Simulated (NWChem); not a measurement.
# C2HClF2; SMILES F/C=C(\F)Cl

Program: NWChem. Structure relaxed at the PBE0/def2-SVP level. LC-ωPBE (HJS hole) with def2-SVP; x = 1 − exp(−ω/0.25 bohr⁻¹) is a scale chosen for this fit.

```
row           x  −ε(HOMO) (eV)
--------  -----  -------------
ω = 0.20  0.551           8.53
ω = 0.25  0.632           9.00
ω = 0.30  0.699           9.39
ω = 0.50  0.865          10.44
ω = 0.60  0.909       withheld
```

Problem. Fit a straight line of the last column on the one before it, predict the withheld value, and compare with the run.

Solution. 
1. Means of the 4 shown rows: x = 0.6867, y = 9.340. Slope Σ(x − x̄)(y − ȳ)/Σ(x − x̄)² = 0.3253/0.05335 = 6.097; intercept 5.153.
2. The shown rows scatter about the line by 0.017 (root mean square); the largest residual is -0.02, at ω = 0.30.
3. At x = 0.909 (ω = 0.60; beyond the shown range) the line gives 10.70.
4. The run gives 10.75, +0.05 from the line.
